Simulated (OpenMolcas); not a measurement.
Bi⁺: effect of the basis set

```yaml
Program: OpenMolcas
Method: CASSCF
Active_space: 4 electrons in 8 orbitals (6s 6p 7s 7p)
State_averaging: 2S+1 = 3 even, 3 roots; 2S+1 = 1 even, 6 roots; 2S+1 = 5 odd, 1 root; 2S+1 = 3 odd, 8 roots; 2S+1 = 1 odd, 8 roots
Spin-orbit_coupling: state interaction with AMFI integrals over the reference wave functions, term energies averaged over their components
```

A. ANO-RCC-VTZP [8s7p5d3f2g], DKH2, point nucleus; cost about 24 core-seconds
B. ANO-RCC-VQZP [9s8p6d4f3g], DKH2, point nucleus; cost of the order of 60 core-seconds
C. ANO-RCC [11s10p9d6f4g], DKH2, point nucleus; cost roughly 7 core-minutes

Energies in cm-1 above 6s2 6p2 3P0, the measured ground level; measured values from NIST Handbook of Basic Atomic Spectroscopic Data.

```json
{"Level": "6s2 6p2 3P0", "A": "0.0", "B": "0.0", "C": "0.0", "Measured": "0.0"}
{"Level": "6s2 6p2 3P1", "A": "10804", "B": "10761", "C": "10855", "Measured": "13325"}
{"Level": "6s2 6p2 3P2 [64 %]", "A": "15492", "B": "15411", "C": "15550", "Measured": "17032"}
{"Level": "6s2 6p2 1D2 [64 %]", "A": "30048", "B": "29947", "C": "30166", "Measured": "33939"}
{"Level": "6s2 6p2 1S0", "A": "39920", "B": "39673", "C": "39861", "Measured": "44174"}
```

Deviations, from unrounded energies. A percentage is the sum of absolute deviations over the sum of measured energies, with the sign that they share, or ± where signs differ.

| Against measurement | Levels | A | B | C |
| --- | --- | --- | --- | --- |
| mean absolute deviation (cm-1) | 4 | 3100 | 3200 | 3000 |
| fine structure of the ground term (%) | 2 | -13.4 | -13.8 | -13.0 |
| other terms of the ground configuration (%) | 2 | -10.4 | -10.9 | -10.4 |

A, C lie about equally close to measurement and B furthest from it. The largest miss of C in the table is 6s2 6p2 1S0, by -4300 cm-1. The ranking rests on the paired levels alone, and a cruder setting can come out closer through cancelling errors.

Among A to C the level of the table that moves most is 6s2 6p2 1S0, by 250 cm-1 (lowest in B, highest in A).

The run also gave levels led by 6s2 6p 7s, which use shells meant for correlation; these and all levels above them are left out. Spin-orbit splittings of 6p shells tend to come out small when the coupling is added on scalar orbitals. Measured partners are found by configuration, term and J. A level has none where our copy of the source lacks it or the pairing is in doubt (some pairs that miss far off the trend of their configuration count as doubtful), and it then counts in no deviation. Where the source uses jj or jK labels, the order within each J decides. Levels of configurations outside the active space are missing. Levels that lie high or do not pair safely by name in every column are left out.

A share in square brackets marks a mixed level and gives the weight of the term that names it, the lowest over the columns.
